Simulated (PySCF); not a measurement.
# Computed records: BH8NSi2, BH4O2Si, B2H2NO, AlH3N2Si

All values are calculated (PySCF 2.14.0). Calculation on a computer-drawn molecule: the log of a Hartree-Fock and frozen-core CCSD(T) single point meant for a local Hartree-Fock minimum, with one planted fault or none, to be diagnosed. Offsets are logged minus clean, where the clean run is the same molecule without the fault. The reference is restricted for singlets and unrestricted otherwise, and also for a bond in bohr or an excited solution. Adding or removing an electron swaps singlet and doublet. The excited solution moves the top pair (singlet) or top alpha electron (doublet) to the lowest empty orbital. Highest occupied and lowest empty are orbital energies over both spins, largest force is the largest gradient component, triples share is (T) over the correlation energy, the T1 limit is 0.02 restricted and 0.045 unrestricted, electrons count all cores, a negative frequency is imaginary (commonest isotopes), and the dipole is about the centre of nuclear charge.

Common to all runs: meant multiplicity 1; logged SCF converged yes; logged CC converged yes; logged SCF stable within its kind yes; possible faults no fault, one electron removed, one electron added, multiplicity raised by two, geometry at a saddle point, SCF held on an excited solution, minimal basis STO-3G, one bond length entered in bohr, all coordinates scaled.

```json
{"entry": 1, "formula": "BH8NSi2", "logged_structure": {"atoms_angstrom": [["B", -2.0191, -0.4255, -0.7058], ["Si", -1.205, -1.4901, 0.8207], ["N", 0.1001, -2.4923, 0.2627], ["Si", -0.3501, -0.0622, 2.5076], ["H", -1.7217, -0.6021, -1.8563], ["H", -2.8452, 0.4159, -0.4758], ["H", -2.3378, -2.2442, 1.4448], ["H", -0.0415, -3.0343, -0.5708], ["H", 0.6075, -3.0416, 0.9324], ["H", 0.583, 0.9422, 1.9375], ["H", 0.3908, -0.8486, 3.5282], ["H", -1.4549, 0.6609, 3.1861]]}, "given": {"meant_charge": 0, "meant_basis": "cc-pV(D+d)Z", "logged_electrons": 48, "logged_basis_functions": 36, "logged_spin_squared": 0.0, "logged_highest_occupied [eV]": -7.6954, "logged_lowest_empty [eV]": 6.3159, "logged_largest_force [hartree/bohr]": 0.028585, "logged_T1_diagnostic": 0.0068024, "logged_D1_diagnostic": 0.024369, "logged_triples_share": 0.0099548, "logged_dipole_magnitude [debye]": 1.0836, "logged_energy_HF [hartree]": -653.96113, "logged_energy_CCSD(T) [hartree]": -654.17447, "drawn_bonds_atom": [1, 2, 2, 1, 1, 2, 3, 3, 4, 4, 4], "drawn_bonds_other_atom": [2, 3, 4, 5, 6, 7, 8, 9, 10, 11, 12], "drawn_bonds_order": [1, 1, 1, 1, 1, 1, 1, 1, 1, 1, 1]}, "results": {"planted_fault": "minimal basis STO-3G", "HF_energy_offset_from_clean_run [kcal/mol]": 4827, "CCSD(T)_energy_offset_from_clean_run [kcal/mol]": 5031}}
{"entry": 2, "formula": "BH4O2Si", "logged_structure": {"atoms_angstrom": [["O", -1.1616, 2.9767, -1.0009], ["B", -0.562, 2.551, 0.1638], ["O", 0.6505, 2.9741, 0.6572], ["Si", -1.8691, 1.0868, 1.091], ["H", -0.6692, 3.6518, -1.5312], ["H", 1.012, 2.6198, 1.4983], ["H", -1.5882, 0.3335, 2.3869], ["H", -3.2015, 0.7225, 0.4531]]}, "given": {"meant_charge": 1, "meant_basis": "cc-pV(D+d)Z", "logged_electrons": 38, "logged_basis_functions": 85, "logged_spin_squared": 0.0, "logged_highest_occupied [eV]": -17.465, "logged_lowest_empty [eV]": -6.0752, "logged_largest_force [hartree/bohr]": 0.03569, "logged_T1_diagnostic": 0.017164, "logged_D1_diagnostic": 0.065281, "logged_triples_share": 0.026018, "logged_dipole_magnitude [debye]": 4.4045, "logged_energy_HF [hartree]": -465.48334, "logged_energy_CCSD(T) [hartree]": -466.06686, "drawn_bonds_atom": [1, 2, 2, 1, 3, 4, 4], "drawn_bonds_other_atom": [2, 3, 4, 5, 6, 7, 8], "drawn_bonds_order": [1, 1, 1, 1, 1, 1, 1]}, "results": {"planted_fault": "all coordinates scaled, by +3.8 %", "HF_energy_offset_from_clean_run [kcal/mol]": 7.042, "CCSD(T)_energy_offset_from_clean_run [kcal/mol]": 2.309}}
{"entry": 3, "formula": "B2H2NO", "logged_structure": {"atoms_angstrom": [["N", -1.2861, 2.0209, 2.1839], ["B", -0.2766, 1.9508, 1.3533], ["B", 1.0146, 1.8613, 0.2911], ["O", 1.9177, 1.7988, -0.4517], ["H", -1.779, 1.2038, 2.5251], ["H", -1.6457, 2.8973, 2.5442]]}, "given": {"meant_charge": 1, "meant_basis": "cc-pVDZ", "logged_electrons": 25, "logged_basis_functions": 66, "logged_spin_squared": 0.7603, "logged_highest_occupied [eV]": -25.38, "logged_lowest_empty [eV]": -15.3, "logged_largest_force [hartree/bohr]": 0.14892, "logged_T1_diagnostic": 0.025018, "logged_D1_diagnostic": 0.10277, "logged_triples_share": 0.029851, "logged_dipole_magnitude [debye]": 2.8094, "logged_energy_HF [hartree]": -179.01385, "logged_energy_CCSD(T) [hartree]": -179.46942, "drawn_bonds_atom": [1, 2, 3, 1, 1], "drawn_bonds_other_atom": [2, 3, 4, 5, 6], "drawn_bonds_order": [1, 1, 2, 1, 1]}, "results": {"planted_fault": "one electron removed", "HF_energy_offset_from_clean_run [kcal/mol]": 387.0, "CCSD(T)_energy_offset_from_clean_run [kcal/mol]": 428.2}}
{"entry": 4, "formula": "AlH3N2Si", "logged_structure": {"atoms_angstrom": [["N", -0.7375, -0.125, 0.8506], ["Si", -0.1685, 1.4927, 0.7467], ["N", -1.6047, 2.3889, 0.6151], ["Al", -2.7398, 3.5477, 0.475], ["H", -0.1166, -0.9065, 0.9393], ["H", -1.7031, -0.3988, 0.8321], ["H", -3.8299, 4.6458, 0.3417]]}, "given": {"meant_charge": 0, "meant_basis": "cc-pV(D+d)Z", "logged_electrons": 44, "logged_basis_functions": 31, "logged_spin_squared": 0.0, "logged_highest_occupied [eV]": -3.4805, "logged_lowest_empty [eV]": 8.4852, "logged_largest_force [hartree/bohr]": 0.037723, "logged_T1_diagnostic": 0.032304, "logged_D1_diagnostic": 0.10004, "logged_triples_share": 0.061447, "logged_dipole_magnitude [debye]": 3.8681, "logged_energy_HF [hartree]": -633.75408, "logged_energy_CCSD(T) [hartree]": -633.98826, "drawn_bonds_atom": [1, 2, 3, 1, 1, 4], "drawn_bonds_other_atom": [2, 3, 4, 5, 6, 7], "drawn_bonds_order": [1, 1, 2, 1, 1, 1]}, "results": {"planted_fault": "minimal basis STO-3G", "HF_energy_offset_from_clean_run [kcal/mol]": 4856, "CCSD(T)_energy_offset_from_clean_run [kcal/mol]": 5041}, "notes": ["T1 above single-reference limit"]}
```
